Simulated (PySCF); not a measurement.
F2OTa (SMILES [O]=[Ta+]([F])[F]), charge +1, singlet, at a GFN2-xTB geometry (such geometries of metal compounds can be far from the true shape) (the multiplicity is a formal guess) (core potentials on Ta).

The PySCF input:
```python
from pyscf import gto, scf, dft

mol = gto.M(
    atom='''
Ta    0.111238    0.174881    0.068895
O     1.320454   -0.965334   -0.491876
F    -0.962111   -0.846788    1.254884
F    -1.113889    0.286381   -1.376473
''',
    basis='def2-svpd',
    ecp={'Ta': 'def2-svpd'},
    charge=1,
    spin=0,
    verbose=4,
)

mf = dft.RKS(mol)
mf.xc = 'm062x'
mf = mf.density_fit(auxbasis='def2-universal-jkfit')
mf.kernel()
```

Task: What does this run give for the HOMO energy, Mulliken (on the basis functions themselves) charges in atom order, nuclear repulsion energy, number of basis functions, total energy?

Result: 
HOMO energy: -18.31 eV
Mulliken (on the basis functions themselves) charges in atom order: Ta1 2.33, O2 -0.37, F3 -0.48, F4 -0.48
nuclear repulsion energy: 138.0454 Eh
number of basis functions: 104
total energy: -331.3260 Eh

Task: Roughly what does it cost on one core?

Result: about 11 core-seconds (a rough figure).
